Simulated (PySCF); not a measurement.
Work out the structure from these simulated measurements.

Formula: CH6ClFOSi2.

* NMR, other nuclei: isotropic shieldings of nuclei other than C and H, by class: 305 (1 O), 358 (1 F), 425 (1 Si), 428 (1 Si), 1004 (1 Cl) ppm [GIAO HF/pcSseg-2]
* Polarisability: 78.0 au [CAM-B3LYP/def2-SVPD]
* UV, strongest line: among the 10 lowest singlet transitions: S9 at 8.71 eV (142 nm, f = 0.050) [TDDFT CAM-B3LYP/def2-SVPD]
* 13C NMR: chemical shifts (computed TMS as zero) by class: 27.6 (1 C) ppm [GIAO HF/pcSseg-2]
* Triplet: lowest triplet excitation (Tamm–Dancoff): 6.12 eV [TDA CAM-B3LYP/def2-SVPD]
* 1H NMR: chemical shifts (computed TMS as zero) by class: 4.61 (3 H), 4.45 (1 H), 2.76 (1 H), 2.68 (1 H) ppm [GIAO HF/pcSseg-2]
* UV, first state: lowest singlet excitation: 6.80 eV (182 nm, f = 0.011) [TDDFT CAM-B3LYP/def2-SVPD]
* Valence photoelectron: vertical ionisation energy: 10.74 eV [ΔSCF CAM-B3LYP/def2-SVPD]
* Rotational structure: rotational constants A, B, C: 1.705, 1.648, 0.902 GHz [PBE0-D3(BJ)/def2-SVP]
* XPS: Si2p3/2 107.9, Si2p3/2 108.6, Cl2p3/2 206.4, C1s 292.2, O1s 538.4, F1s 692.5, Si1s 1847.8, Si1s 1848.7, Cl1s 2829.0 eV [ΔSCF SCAN, pcX-2 on the ionised atom, pcseg-1 elsewhere, spin-free X2C, 2p3/2 from a spin–orbit splitting computed afterwards within the 2p shell]

The electronic properties come from PySCF, for the isolated species, density fitting. Levels stand in brackets. The structure is a single PBE0-D3(BJ)/def2-SVP conformer in the gas phase; no vibrational or solvent corrections. NMR values are class means; diastereotopic atoms form classes of their own.

Task: Propose a structure and show how it fits.

Result: Numbering: `[F:1][Si@H:2]([CH2:3][Cl:4])[O:5][SiH3:6]`. Its formula, CH6ClFOSi2, gives 0 degrees of unsaturation, so no ring and no π bond. The one carbon: sp3 C–Cl carbon [C3] (27.6 ppm). Hydrogen classes from least to most shielded: 3 H on an oxygen-bound silicon, Si6 (4.61 ppm), 1 H on a fluorine-bound silicon, Si2 (4.45 ppm), 1 H on an sp3 C–Cl carbon, C3 (2.76 ppm), 1 H on an sp3 C–Cl carbon, C3 (2.68 ppm). The other shieldings belong to: 305 ppm, siloxane oxygen [O5]; 358 ppm, silicon-bound fluorine [F1]; 425 ppm, fluorine-bound silicon [Si2]; 428 ppm, oxygen-bound silicon [Si6]; 1004 ppm, alkyl chlorine [Cl4]. The core levels belong to: Si2p3/2 107.9 eV, oxygen-bound silicon [Si6]; Si2p3/2 108.6 eV, fluorine-bound silicon [Si2]; Cl2p3/2 206.4 eV, alkyl chlorine [Cl4]; C1s 292.2 eV, sp3 C–Cl carbon [C3]; O1s 538.4 eV, siloxane oxygen [O5]; F1s 692.5 eV, silicon-bound fluorine [F1]; Si1s 1847.8 eV, oxygen-bound silicon [Si6]; Si1s 1848.7 eV, fluorine-bound silicon [Si2]; Cl1s 2829.0 eV, alkyl chlorine [Cl4]. The first electron is taken from the HOMO, whose largest Löwdin shares are 0.46 on the alkyl chlorine, 0.20 on the sp3 C–Cl carbon, 0.10 on the fluorine-bound silicon and 0.07 on the siloxane oxygen. The optimised geometry has point group C1 and is an asymmetric top. Structure: `F[Si@H](CCl)O[SiH3]`. The assignments are read from this structure; whether some other isomer fits the data as well wasn't checked. The mirror image fits equally.

Conformer computed: `[F:1][Si@H:2]([CH2:3][Cl:4])[O:5][SiH3:6]`: F1–Si2–C3–Cl4 -174°, F1–Si2–O5–Si6 129°.
